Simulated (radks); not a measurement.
Results of a calculation; reference values are marked as such.
The palladium ion Pd+ inside a hard spherical wall (all orbitals vanish at R), configuration held at [Kr] 4d9 and not refilled when levels cross. Level of theory: scalar-relativistic Kohn-Sham, PBE, spin-polarised, spherical densities, point nucleus; open shells are filled with parallel spins first (spin-orbit coupling, left out, can overturn this in heavy ions) (a radial shooting solver on a logarithmic mesh with Libxc functionals). Eigenvalues in eV for spin up, with the zero of energy where the potential of the charges vanishes at infinity; a dash marks a level that is unbound or too diffuse for the functional's potential to be trusted. A positive occupied level is held by the wall or, in an anion where self-interaction has pushed it up, behind a barrier. The pressure on the wall is -dE/dV.

R (bohr)  E (hartree)  kinetic (hartree)    e(3d)    e(4s)    e(4p)    e(4d)  e(5s, empty)  e(5p, empty)  pressure (GPa)
free      -5045.56258           5233.588  -336.97  -96.999  -62.797  -14.931       -11.181        -6.332               0
20        -5045.56258           5233.588  -336.97  -96.999  -62.797  -14.931       -11.181        -6.332        < 0.0001
7         -5045.56222           5233.592  -336.94  -96.972  -62.771  -14.907       -11.102        -5.940          0.0324
5         -5045.54793           5233.705  -336.35  -96.429  -62.246  -14.424        -9.910        -3.424            2.52
4         -5045.46948           5234.179  -334.40  -94.718  -60.606  -12.852        -6.331         2.130            25.5
3         -5044.90668           5236.950  -326.53  -88.349  -54.533   -6.417         8.937        22.282             353
2.5       -5043.61038           5242.821  -315.01  -79.862  -46.215    3.285        33.547        51.899            1690
1.5       -5016.22021           5344.412  -212.66    0.118   40.298   105.64        305.15        341.36           97100
